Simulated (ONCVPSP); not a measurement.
# Potentials for F (Z = 9) compared

Generated with ld1.x 7.5 (TM, RRKJ, ultrasoft, PAW), atompaw 4.2 or ONCVPSP 4.0.1. The cutoff is in Ry: for ld1.x and atompaw files where the sum of valence levels is converged to 10 mRy in a Bessel basis, for ONCV files where the hardest occupied wave has 1 mHa per electron of residual kinetic energy. The error is the largest all-electron minus pseudo excitation energy over each file’s own four to seven test configurations (ionisations up to +4, promotions, holes and added fractions of an electron), all of which were solved. The labels leave out finer settings (local radius, basis sizes, second energies), which also bear on the numbers. Spin-polarised tests are not counted. The rows are a selection from randomly drawn settings: files with unsolved tests, undetermined cutoffs or missed reference levels are left out.

```tsv
potential	cutoff (Ry)	largest error (meV)	bound ghosts
ONCV, LDA (Perdew-Wang 92), non-relativistic, rc 0.65/1.00/0.95 (spd), local smoothed, core correction yes, reference 2s2 2p5, qcut 8.7/12.4/8.7, projectors 2/2/2	290	+208	none
ONCV, PW91, scalar-relativistic, rc 0.70/1.65/1.60 (spd), local smoothed, core correction no, reference 2s2 2p5, qcut 9.9/9.2/7, projectors 2/3/2	110	+1701	none
ONCV, PBE, scalar-relativistic, rc 0.55/1.60/1.30 (spd), local s, core correction yes, reference 2s2 2p5, qcut 11.9/6.7/7.7, projectors 0/2/1	112	+6612	none
```

Question: Fill in the row for F: ONCV, PBE, scalar-relativistic, rc 0.70/1.40/1.30 (spd), local smoothed, core correction yes, reference 2s2 2p5, qcut 10.2/11.3/6.9, projectors 1/2/1.

Answer: cutoff 111 Ry, largest error +727 meV, bound ghosts: none.

Question: Fill in the row for F: ONCV, PBE, scalar-relativistic, rc 0.60/0.96/1.08 (spd), local smoothed, core correction yes, reference 2s1.75 2p5.25, qcut 8.2/11.4/7.7, projectors 2/2/1.

Answer: cutoff 340 Ry, largest error +251 meV, bound ghosts: none.

Question: Fill in the row for F: ONCV, PBE, scalar-relativistic, rc 0.40/1.70 (sp), local smoothed, core correction no, reference 1s2 2s2 2p3, qcut 48.7/9, projectors 2/3.

Answer: cutoff 1346 Ry, largest error +629 meV, bound ghosts: none.
